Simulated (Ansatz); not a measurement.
Geometry optimisation, RKS PBE-D4/6-31G* (Ansatz 0.2.0).

Input file:

```yaml
crystal:
  periodic: [false, false, false]
  atoms:
    - { symbol: B, position_ang: [-0.035884, -0.313832, 0.014074] }
    - { symbol: H, position_ang: [-0.198678, -0.601175, 1.167473] }
    - { symbol: F, position_ang: [1.210025, -0.022253, -0.401416] }
    - { symbol: O, position_ang: [-1.009702, -0.389227, -0.930781] }
    - { symbol: H, position_ang: [-1.8702, -0.597691, -0.522058] }
    - { symbol: O, position_ang: [-0.104431, 1.976383, 1.258476] }
    - { symbol: H, position_ang: [0.776471, 2.084174, 0.844885] }
    - { symbol: H, position_ang: [0.016199, 1.147521, 1.790846] }
basis:
  gaussian: { orbitals: "6-31G*" }
hamiltonian:
  xc: pbe
  dispersion: d4
relax:
  f_tol: 0.03
  max_steps: 50
```

Launched with:

```bash
$ ansatz run input.yaml --threads 1 --pin off --max-ram 2048MiB --backend cpu --events-out ev --progress --plain --runs-dir out
```

Question: Where does it end, and by what steps?

Answer: It converged. The force dipped under the threshold on the way, but the program's further checks kept it going. After 29 steps the energy has fallen by 0.159 eV; H7 moved furthest, 1.20 Å.

| step | energy less start (eV) | largest force component (eV/Å) | accepted |
| --- | --- | --- | --- |
| 0 | 0.0000 | 0.684 | yes |
| 2 | -0.0519 | 0.766 | yes |
| 4 | -0.0795 | 0.525 | yes |
| 6 | -0.1053 | 0.232 | yes |
| 8 | -0.1140 | 0.273 | yes |
| 10 | -0.1184 | 0.145 | yes |
| 12 | -0.1206 | 0.155 | yes |
| 14 | -0.1245 | 0.077 | yes |
| 16 | -0.1162 | 0.436 | no |
| 18 | -0.1279 | 0.089 | yes |
| 20 | -0.1324 | 0.455 | yes |
| 22 | -0.1429 | 0.218 | yes |
| 24 | -0.1483 | 0.117 | yes |
| 26 | -0.1444 | 0.773 | no |
| 28 | -0.1583 | 0.231 | yes |
| 29 | -0.1595 | 0.027 | yes |

```xyz
8
Properties=species:S:1:pos:R:3
B -0.004 -0.362 0.231
H -0.439 -1.091 1.088
F 1.340 -0.242 0.083
O -0.760 0.072 -0.844
H -1.691 -0.187 -0.713
O -0.124 1.509 1.396
H -0.391 1.981 0.579
H 0.852 1.606 1.402
```

Time of the run: 85 s on 1 thread of Arm Neoverse N1, on a shared host, peak memory 0.13 GiB.
